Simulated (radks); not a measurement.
Valence configurations of Ti I (all share [Ar]). Method: non-relativistic Kohn-Sham, r2SCAN, spin-polarised, spherical densities, point nucleus; open shells are filled with parallel spins first; meta-GGA in the generalised Kohn-Sham scheme; computed with a radial shooting solver on a logarithmic mesh with Libxc functionals. Energies are relative to 3d2 4s2; eigenvalues in eV for spin up.

| valence | E (eV) | moment (Bohr magnetons) | e(3d) | e(4p) | e(4s) |
|---|---|---|---|---|---|
| 3d3 4s1 | -0.605 | 4 | -2.459 | - | -4.305 |
| 3d2.5 4s1.5 | -0.313 | 3 | -3.663 | - | -4.605 |
| 3d2 4s2 | 0.000 | 2 | -5.068 | - | -4.808 |
| 3d2 4s1.5 4p0.5 | 1.138 | 3 | -5.688 | -2.105 | -5.502 |
| 3d4 | 1.507 | 4 | -1.167 | - | - |
| 3d2 4s1 4p1 | 1.695 | 4 | -6.112 | -2.486 | -5.948 |
| 3d1.5 4s2 4p0.5 | 2.179 | 2 | -7.405 | -2.247 | -5.773 |
| 3d1 4s2 4p1 | 5.204 | 2 | -9.905 | -2.930 | -6.730 |
| 3d1 4s1 4p2 | 6.990 | 4 | -10.738 | -3.644 | -7.681 |
| 4s2 4p2 | 14.196 | 2 | - | -4.198 | -8.597 |

NIST lists [Ar] 3d2 4s2 as the ground configuration; this level of theory puts 3d3 4s1 lower, by 0.605 eV. The energies are those of spherical high-spin densities, not of single terms.
